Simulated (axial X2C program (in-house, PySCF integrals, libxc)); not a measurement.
Curves of CrCN from open-shell CI on d4 s1 p(π)0

Computed with an axial X2C code built on PySCF integrals: two-component X2C with atomic mean-field Coulomb and Gaunt terms, basis Cr dyall-v3z, C dyall-v3z, N dyall-av3z (cores contracted in-house). Orbitals come from Hartree–Fock averaged over the configuration Cr d4 s1 p(π)0; CI then distributes these electrons over the d, s, p(π) shells of Cr.

Scan along the Cr–C bond with CN moving as one mass, its bond held at 1.160 Å; masses Cr 51.941 u, C 12.000 u, N 14.003 u. Energies in cm⁻¹ from the lowest point; levels are followed by energy order within each Ω. Lowest level at 2.171 Å: 95% d4 s1.

```json
{"R (Å)": "2.019", "(1)Ω=1/2": "578", "(1)Ω=3/2": "581", "(1)Ω=5/2": "587", "(2)Ω=3/2": "5723", "(2)Ω=1/2": "5763"}
{"R (Å)": "2.095", "(1)Ω=1/2": "0", "(1)Ω=3/2": "3", "(1)Ω=5/2": "10", "(2)Ω=3/2": "4527", "(2)Ω=1/2": "4567"}
{"R (Å)": "2.171", "(1)Ω=1/2": "25", "(1)Ω=3/2": "29", "(1)Ω=5/2": "36", "(2)Ω=3/2": "4009", "(2)Ω=1/2": "4050"}
{"R (Å)": "2.258", "(1)Ω=1/2": "596", "(1)Ω=3/2": "600", "(1)Ω=5/2": "609", "(2)Ω=3/2": "4040", "(2)Ω=1/2": "4080"}
{"R (Å)": "2.345", "(1)Ω=1/2": "1574", "(1)Ω=3/2": "1579", "(1)Ω=5/2": "1589", "(2)Ω=3/2": "4554", "(2)Ω=1/2": "4594"}
{"R (Å)": "2.442", "(1)Ω=1/2": "2985", "(1)Ω=3/2": "2990", "(1)Ω=5/2": "3002", "(2)Ω=3/2": "5524", "(2)Ω=1/2": "5564"}
{"R (Å)": "2.562", "(1)Ω=1/2": "5004", "(1)Ω=3/2": "5011", "(1)Ω=5/2": "5025", "(2)Ω=3/2": "7094", "(2)Ω=1/2": "7134"}
```

(1) Fit the curves (1)Ω=1/2, (1)Ω=3/2, (1)Ω=5/2, (2)Ω=3/2, (2)Ω=1/2 near their minima.

The 5 lowest curves are shown; the next is (3)Ω=1/2, from 4094 cm⁻¹.

There is no dynamic correlation: spin–orbit spacings and, for f shells, spacings inside one term are the most reliable numbers, splittings between terms come out too wide, and energies between configurations are not reliable, so the lowest level need not be the ground state of the molecule. For d shells the ligand-field splittings (σ, π, δ) and their order can be off by a thousand cm⁻¹ or more. At most 4 roots were kept for each Ω > 0 (twice that for Ω = 0) within 3.2 eV of the lowest, so higher up levels can be missing between those listed; levels with Ω > 0 are doubly degenerate and listed once, Ω = 0 levels singly. States that fill the shells left empty in the average are placed too high. The molecule was held linear; bending was not examined.

## Answers

(1) From the open-shell CI curves, Te from the lowest:

```csv
level,Te (cm⁻¹),Re (Å),ωe (cm⁻¹)
(1)Ω=1/2,0,2.128,421.3
(1)Ω=3/2,4,2.128,421.3
(1)Ω=5/2,11,2.128,421.5
(2)Ω=3/2,4005,2.209,386.3
(2)Ω=1/2,4046,2.209,386.2
```

Without dynamic correlation distances can be off by several hundredths of an Å (long for ionic bonds, short for multiple bonds) and the wavenumbers are rough.
